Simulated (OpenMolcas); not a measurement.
V2+: effect of the metal basis

V2+ with its 8 nearest fluoride ions at 2.328 Å, on the Sr site of SrF2 (a = 5.796 Å, distance in the model lattice 2.510 Å). The rest of the host is ab initio model potentials to 7.6 Å and point charges beyond; the distance is set by hand and nothing relaxes.

```json
{
 "Program": "OpenMolcas 26.06",
 "Method": "SS-CASPT2, IPEA 0.25 Eh, imaginary shift 0.1 Eh (closed shells correlated: 3s 3p and the ligand valence shells)",
 "Spin-orbit coupling": "RASSI with atomic mean-field integrals over the reference wave functions"
}
```

Fixed: ligand basis ANO-RCC-VDZP, active space 3 electrons in 5 orbitals (3d), DKH2 Hamiltonian.

States (labels of O, the rotations of Oh). Energies in cm-1 above the lowest state or level, χT in cm3 K/mol; under a threefold ground state the first gap can be a small split of the lowest multiplet, not the spin-orbit step.

| Run | Metal basis | Ground state | First state of that spin | First gap with spin-orbit (degeneracies) | χT at 300 K | First state of another spin | Cost |
| --- | --- | --- | --- | --- | --- | --- | --- |
| A | ANO-RCC-VDZP | 4T1 | 4T2 4110 | 16 (4, 2) | 1.639 | 2E 9870 | roughly 4 core-minutes |
| B | ANO-RCC-VTZP | 4T1 | 4T2 4020 | 16 (4, 2) | 1.651 | 2E 9400 | roughly 9 core-minutes |

Against A, the first state of the same spin changes by -2.2 % in B.

Costs are those of the CASPT2 steps.

Roots that are degenerate in the reference are averaged as groups; the widest CASPT2 spread within a group is 470 cm-1 (the 3-fold group of multiplicity 4 near 4020 cm-1 above the lowest state of its run, B). Shifts and gaps below about the spread of the groups concerned are not significant. Over all roots computed the reference weight is 0.69 to 0.70 in A, 0.68 to 0.69 in B; a low but even weight reflects the number of correlated electrons. An orbital triplet at a regular site is open to Jahn-Teller coupling, which can distort the site and quench the lowest spin-orbit gaps and is left out. Ligand-to-metal charge-transfer states are missing. These CASPT2 states fit no ligand-field parameters well, so their order and spin gaps are uncertain. With no ligand orbital active B as a rule stays too high, so bands that hang on it stand too high and its fall with covalency is understated. With one d shell and no ligand orbital active, 10Dq can be off by tens of per cent for divalent 3d ions, low with halides held by bare charges and at times high in hosts. Free-ion shares, where given, are those of the reference states; single-state CASPT2 does not remix them. No measured value stands beside these numbers; the geometry was set by hand and not optimised.
